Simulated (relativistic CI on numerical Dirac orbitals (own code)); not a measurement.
These numbers are calculated, not measured: Dirac-Coulomb-Breit CI, orbitals from a KLI potential per configuration, a model potential for QED, valence Slater integrals scaled by 0.9, P86 correlation estimate, and configurations built on the next ion tied to the tabulated ionisation energy (semi-empirical) (own radial code, finite nucleus).

CI space (outside the closed core [Ar] 3d10): 4s²4p⁶, 4s²4p⁵4d, 4s²4p⁵5s, 4s²4p⁵5p, 4s²4p⁵5d, 4s²4p⁵6s, 4s²4p⁵4f, 4s²4p⁵5f, 4s²4p⁴4d², 4s4p⁶4d, 4p⁶4d², 4s4p⁶4f, 4s²4p⁴4f², 4s²4p⁴4d5s, 4s4p⁵4d², 4s²4p⁴4d5p, 4s²4p⁴4d4f, 4s4p⁶5s, 4p⁶4f², 4s²4p⁴5s², 4s4p⁵4d5s, 4s4p⁶5p, 4s²4p⁵6p, 4s²4p⁴5s5p. Levels of other configurations are missing.

Configurations that consist of the next ion and one excited electron were tied to the tabulated ionisation energy; Rydberg ones are usually within 1,000 to 3,000 cm⁻¹ and the lowest ones within about 6,000 (9,000 in d shells), while levels on excited terms of the next ion carry the error of that term, and the other configurations can be misplaced by 10,000 cm⁻¹ or more. Rates follow the energies as ν³ (E1, M1) or ν⁵ (E2), so rates, branching and lifetimes can be off by large factors.

Outline of the computed level scheme of Ru IX. Lowest level of each configuration: 4s²4p⁶ ¹S0 at 0.0000 eV; 4s²4p⁵4d ³P°0 at 43.5294 eV; 4s²4p⁵5s ³P°2 at 80.3388 eV; 4s4p⁶4d ³D1 at 83.6827 eV; 4s²4p⁵5p ³S1 at 91.3611 eV; 4s²4p⁴4d² ⁵D0 at 93.2723 eV; 4s²4p⁵4f ³D1 at 94.5348 eV.

Some strong electric-dipole decays among the lowest 45 levels: 4s²4p⁵4d ¹P°1 → 4s²4p⁶ ¹S0 (3.1e+11 s⁻¹); 4s²4p⁵5s ¹P°1 → 4s²4p⁶ ¹S0 (3.5e+10 s⁻¹); 4s²4p⁵5s ³P°1 → 4s²4p⁶ ¹S0 (2.4e+10 s⁻¹); 4s²4p⁵5p ³D3 → 4s²4p⁵4d ³F°4 (2.2e+10 s⁻¹); 4s²4p⁵5p ³P2 → 4s²4p⁵4d ³D°3 (1.8e+10 s⁻¹); 4s²4p⁵5p ³D2 → 4s²4p⁵4d ³F°3 (1.8e+10 s⁻¹); 4s²4p⁵5p ³S1 → 4s²4p⁵4d ³P°1 (1.2e+10 s⁻¹); 4s²4p⁵5p ³S1 → 4s²4p⁵4d ³P°2 (9.5e+09 s⁻¹).

LS names give the leading component of a level, which can be under half, so a name can repeat, a term be missing and a line seem to break the LS rules.
